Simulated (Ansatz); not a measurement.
Steps of a relaxation of FH$_{2}$InS$_{2}$, SMILES `[F][In]([SH])[SH]` with RKS PBE0-D4/def2-TZVP.

```sh
$ ansatz run in.yaml --threads 2 --pin off --events-out ev --progress --plain --max-ram 20480MiB --backend cpu
```

```yaml
crystal:
  periodic: [false, false, false]
  atoms:
    - {symbol: F, position_ang: [-1.363810, 1.032280, 0.398560]}
    - {symbol: In, position_ang: [0.185030, -0.135190, -0.058840]}
    - {symbol: S, position_ang: [2.159560, 0.725540, 1.053900]}
    - {symbol: S, position_ang: [-0.584250, -1.904710, -1.526000]}
    - {symbol: H, position_ang: [1.401630, 1.647120, 1.637420]}
    - {symbol: H, position_ang: [-1.798160, -1.365040, -1.505050]}
basis:
  gaussian: {orbitals: def2-TZVP}
hamiltonian: {xc: pbe0, dispersion: d4}
relax: {f_tol: 0.005, max_steps: 150}
```

Positions (Å) and forces (eV/Å) along the path, 7 of 7 steps:

```xyz
6
step=1 energy=-29588.7705 eV
F    -1.364    1.032    0.399    0.546   -0.414   -0.159
In    0.185   -0.135   -0.059   -0.295    0.227    0.089
S     2.160    0.726    1.054   -0.334   -0.720   -0.621
S    -0.584   -1.905   -1.526    0.798    0.368    0.473
H     1.402    1.647    1.637   -0.282    0.344    0.198
H    -1.798   -1.365   -1.505   -0.433    0.195    0.020
6
step=2 energy=-29588.8604 eV
F    -1.391    1.038    0.419    0.069   -0.049   -0.026
In    0.133   -0.105   -0.036   -0.211    0.157    0.070
S     2.090    0.616    1.001    0.243    0.040    0.091
S    -0.486   -1.833   -1.471    0.049   -0.222   -0.157
H     1.385    1.618    1.552    0.033    0.096    0.082
H    -1.730   -1.334   -1.466   -0.182   -0.022   -0.059
6
step=3 energy=-29588.8502 eV rejected
F    -1.405    1.065    0.417   -0.025    0.024    0.014
In    0.113   -0.079   -0.032   -0.323    0.226    0.082
S     2.087    0.629    1.006    0.231    0.154    0.180
S    -0.496   -1.816   -1.477   -0.198   -0.243   -0.229
H     1.506    1.672    1.645   -0.032   -0.237   -0.191
H    -1.806   -1.472   -1.558    0.347    0.076    0.143
6
step=4 energy=-29588.8774 eV
F    -1.434    1.083    0.433    0.063   -0.052   -0.024
In    0.082   -0.064   -0.024   -0.032    0.029    0.015
S     2.098    0.601    0.993   -0.027    0.001   -0.007
S    -0.464   -1.834   -1.478    0.002    0.025    0.017
H     1.460    1.627    1.585    0.031    0.025    0.028
H    -1.741   -1.413   -1.510   -0.037   -0.028   -0.028
6
step=5 energy=-29588.8788 eV
F    -1.442    1.089    0.432    0.005   -0.008   -0.005
In    0.072   -0.055   -0.022   -0.019    0.019    0.010
S     2.094    0.598    0.991   -0.006    0.041    0.028
S    -0.461   -1.827   -1.476   -0.054    0.001   -0.013
H     1.488    1.635    1.601    0.021   -0.041   -0.025
H    -1.751   -1.441   -1.526    0.053   -0.012    0.005
6
step=6 energy=-29588.8789 eV
F    -1.443    1.088    0.432    0.007   -0.007   -0.004
In    0.072   -0.055   -0.022   -0.006    0.008    0.004
S     2.096    0.599    0.992   -0.013    0.016    0.008
S    -0.462   -1.828   -1.477   -0.023    0.008    0.000
H     1.487    1.634    1.600    0.012   -0.018   -0.010
H    -1.750   -1.439   -1.525    0.024   -0.007    0.001
6
step=7 energy=-29588.8790 eV
F    -1.446    1.088    0.430    0.001   -0.001   -0.001
In    0.070   -0.053   -0.021   -0.001    0.001    0.001
S     2.095    0.598    0.991    0.000    0.000    0.000
S    -0.461   -1.827   -1.476    0.000    0.000    0.000
H     1.490    1.634    1.601    0.000    0.000    0.000
H    -1.749   -1.439   -1.525    0.000    0.000    0.000
```

Hardware: 2 threads of an AMD EPYC 7R13 on a shared host. Wall time 41 s, peak host memory 0.47 GiB.
